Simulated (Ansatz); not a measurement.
Geometry optimisation, Ansatz 0.2.0, RKS PBE0-D4/def2-SVP.

input.yaml

```yaml
crystal:
  periodic: [false, false, false]
  atoms:
    - { symbol: "N", position_ang: [1.6233, 0.7304, -0.2237] }
    - { symbol: B, position_ang: [0.7603, -0.5096, -0.123] }
    - { symbol: F, position_ang: [1.37, -1.7812, -0.3571] }
    - { symbol: Si, position_ang: [-1.0516, -0.4298, 0.3227] }
    - { symbol: I, position_ang: [-2.3292, 0.8458, -1.4061] }
    - { symbol: H, position_ang: [2.4254, 0.62539, 0.47526] }
    - { symbol: H, position_ang: [2.14913, 0.65388, -1.17186] }
    - { symbol: H, position_ang: [-1.6263, -1.7904, 0.3727] }
    - { symbol: H, position_ang: [-1.2889, 0.2228, 1.6786] }
basis:
  gaussian: { orbitals: def2-SVP }
hamiltonian:
  xc: pbe0
  dispersion: d4
relax:
  f_tol: 0.015
  max_steps: 40
```

Run as:

```bash
$ ansatz run input.yaml --threads 2 --pin off --max-ram 3072MiB --backend cpu --events-out ev --progress --plain --runs-dir out
```

Where does it end, and by what steps?

It converged. After 14 steps the energy has fallen by 1.619 eV; F3 moved furthest, 1.08 Å.

```csv
step,energy less start (eV),largest force component (eV/Å),accepted
0,0.0000,5.374,yes
1,-0.5133,2.270,yes
2,-0.7630,0.949,yes
3,-0.9374,1.572,yes
4,-1.1903,1.225,yes
5,-1.4223,1.523,yes
6,-1.5461,0.797,yes
7,-1.6052,0.301,yes
8,-1.6095,0.205,yes
9,-1.6131,0.196,yes
10,-1.6178,0.133,yes
11,-1.6185,0.057,yes
12,-1.6188,0.042,yes
13,-1.6189,0.026,yes
14,-1.6189,0.014,yes
```

```xyz
9
Properties=species:S:1:pos:R:3
N 1.845 0.340 -0.079
B 0.835 -0.545 -0.440
F 1.094 -1.483 -1.360
Si -1.022 -0.421 0.372
I -2.534 0.500 -1.349
H 1.721 1.082 0.596
H 2.767 0.307 -0.502
H -1.595 -1.733 0.795
H -1.078 0.521 1.534
```

Whether the end is a true minimum wasn't checked by a vibrational analysis.

Time of the run: 44 s on 2 threads of Intel(R) Xeon(R) 6975P-C (Granite Rapids), with other jobs on the host, peak memory 0.28 GiB.
